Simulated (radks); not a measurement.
Task: Spherical quantum dot in the effective-mass picture: electrons in a well V = -V0 / (1 + exp((r - R)/a)) with V0 = 4.77, R = 8.57, a = 0.7, all in effective atomic units (hartree* = m*/eps^2 hartree, bohr* = eps/m* bohr), one dielectric constant everywhere. Calculated with a radial shooting solver with Libxc functionals: non-relativistic Kohn-Sham, LDA (Slater exchange, Perdew-Wang correlation), spin-polarised, spherical densities. Levels are named by radial order and angular momentum (1s, 1p, 1d, 2s, ...), and open shells are averaged over m. At N = 7 the configuration is 1s2 1p(up 3, down 2). Does electron 8 go into 1d up or 1d down or 1p down?

Result: Into 1p down. The total energies of the other choices lie higher by 0.0755 hartree* (1d up), 0.0841 hartree* (1d down).
